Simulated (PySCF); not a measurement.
C6H7O3 (charge -1).
Z-matrix (Å and degrees, PBE0-D3(BJ)/def2-SVP geometry), rows numbered from 1:
```
C 
O   1  1.3953
C   2  1.3910  1  114.65
O   3  1.2227  2  118.86  1     0.20
C   3  1.4259  2  111.26  1  -179.73
C   5  1.3928  3  124.78  2   179.84
C   6  1.3925  5  130.99  3    -0.05
C   7  1.4258  6  120.92  5  -179.88
O   8  1.2333  7  128.66  6     0.05
H   1  1.1040  2  112.19  3    57.58
H   1  1.1048  2  112.25  3   -62.48
H   1  1.1010  2  106.94  3   177.67
H   5  1.0921  3  115.95  2    -0.15
H   6  1.0992  5  115.89  3  -180.00
H   7  1.0918  6  120.08  5     0.07
H   8  1.1316  7  112.97  6  -179.97
```

Computed, not measured: PBE0-D3(BJ)/def2-SVP geometry optimisation, gas phase (PySCF 2.14.0).

Masses are those of the commonest isotopes; rigid-rotor values at the optimised geometry. The values belong to one conformer with, in the numbering `[CH3:1][O:2][C:3](=[O:4])/[CH:5]=[CH:6]\[CH:7]=[CH:8]/[O-:9]`, C1–O2–C3–O4 0°, O2–C3–C5–C6 180°, C5–C6–C7–C8 180°.

(1) What are A, B and C (cm⁻¹)?

(2) What kind of rotor is it?

(3) Is it planar, by Δ = Ic − Ia − Ib?

(4) Give the other two planar moments, Paa and Pbb, and the rms extents of the mass along the axes.

(5) Give the coordinates in the principal-axis frame, origin at the centre of mass.

(6) List the rotational levels J(Ka,Kc) to J = 5 (MHz).

(7) Which lines would a microwave search look for?

## Answers

(1) Ia = 71.99, Ib = 805.81, Ic = 874.63 u·Å²; 505379 MHz·u·Å²/I gives 7021, 627.2 and 577.8 MHz, that is A = 0.23418, B = 0.02092, C = 0.01927 cm⁻¹.

(2) A near-prolate asymmetric top. Ray's parameter κ = (2B − A − C)/(A − C) = -0.985; −1 is the prolate and +1 the oblate limit.

(3) Not planar: Δ = Ic − Ia − Ib = -3.17 u·Å². For a rigid frame Δ = −2 Σ m c², so Σ m c² = 1.58 u·Å² lies off the ab plane, practically all of it from hydrogen. The atom farthest from that plane is 0.90 Å away.

(4) Paa = Σ m a² = (Ib + Ic − Ia)/2 = 804.23 and Pbb = Σ m b² = (Ia + Ic − Ib)/2 = 70.40 u·Å². With the mass M = 127.04 u, the rms extents √(P/M) along a, b and c are 2.52, 0.74, 0.11 Å.

(5) The sense of each axis is arbitrary; atoms in the order of the calculation.
```tsv
atom	mass (u)	a (Å)	b (Å)	c (Å)
C1	12.000	-3.695	-0.241	0.006
O2	15.995	-2.615	0.643	0.000
C3	12.000	-1.366	0.031	-0.003
O4	15.995	-1.307	-1.190	-0.004
C5	12.000	-0.317	0.997	-0.003
C6	12.000	1.042	0.694	-0.003
C7	12.000	1.705	-0.530	-0.001
C8	12.000	3.130	-0.592	0.002
O9	15.995	3.941	0.336	0.004
H10	1.008	-3.668	-0.927	0.871
H11	1.008	-3.724	-0.873	-0.899
H12	1.008	-4.610	0.371	0.051
H13	1.008	-0.631	2.043	-0.003
H14	1.008	1.726	1.555	-0.003
H15	1.008	1.135	-1.461	-0.001
H16	1.008	3.525	-1.652	0.002
```

(6) Above 0(0,0):
J = 1: 1(0,1) 1205, 1(1,1) 7598, 1(1,0) 7648
J = 2: 2(0,2) 3615, 2(1,2) 9959, 2(1,1) 10107, 2(2,1) 29287, 2(2,0) 29287
J = 3: 3(0,3) 7229, 3(1,3) 13500, 3(1,2) 13796, 3(2,2) 32902, 3(2,1) 32903, 3(3,1) 64992, 3(3,0) 64992
J = 4: 4(0,4) 12046, 4(1,4) 18220, 4(1,3) 18714, 4(2,3) 37722, 4(2,2) 37726, 4(3,2) 69813, 4(3,1) 69813, 4(4,1) 114738, 4(4,0) 114738
J = 5: 5(0,5) 18065, 5(1,5) 24121, 5(1,4) 24861, 5(2,4) 43746, 5(2,3) 43756, 5(3,3) 75839, 5(3,2) 75839, 5(4,2) 120764, 5(4,1) 120764, 5(5,1) 178526, 5(5,0) 178526

(7) The dipole components (about the centre of mass, as the species is charged) are |μa| = 6.02 D, |μb| = 0.00 D, |μc| = 0.01 D. Intensities carry the squares of the components, which stand as 1.00 : 0.00 : 0.00 (a : b : c). Some lines, for components of 0.1 D or more:

```csv
type,branch,"J(Ka,Kc)",MHz,lower level (cm⁻¹)
a,Q,"4(1,3) ← 4(1,4)",493,0.608
a,R,"1(0,1) ← 0(0,0)",1205,0.000
a,R,"2(1,2) ← 1(1,1)",2361,0.253
a,R,"2(0,2) ← 1(0,1)",2410,0.040
a,R,"2(1,1) ← 1(1,0)",2459,0.255
a,R,"3(1,3) ← 2(1,2)",3541,0.332
a,R,"3(0,3) ← 2(0,2)",3614,0.121
a,R,"3(2,2) ← 2(2,1)",3615,0.977
a,R,"3(2,1) ← 2(2,0)",3616,0.977
a,R,"3(1,2) ← 2(1,1)",3689,0.337
a,R,"4(1,4) ← 3(1,3)",4721,0.450
a,R,"4(0,4) ← 3(0,3)",4817,0.241
a,R,"4(2,3) ← 3(2,2)",4820,1.097
a,R,"4(3,2) ← 3(3,1)",4821,2.168
a,R,"4(3,1) ← 3(3,0)",4821,2.168
a,R,"4(2,2) ← 3(2,1)",4823,1.098
a,R,"4(1,3) ← 3(1,2)",4918,0.460
```

PBE0-D3(BJ)/def2-SVP frequencies: not computed here. Constants of a rigid frame at the computed geometry: no zero-point averaging, no centrifugal distortion. A rigid rotor knows nothing of internal rotation, which can split or shift real lines.
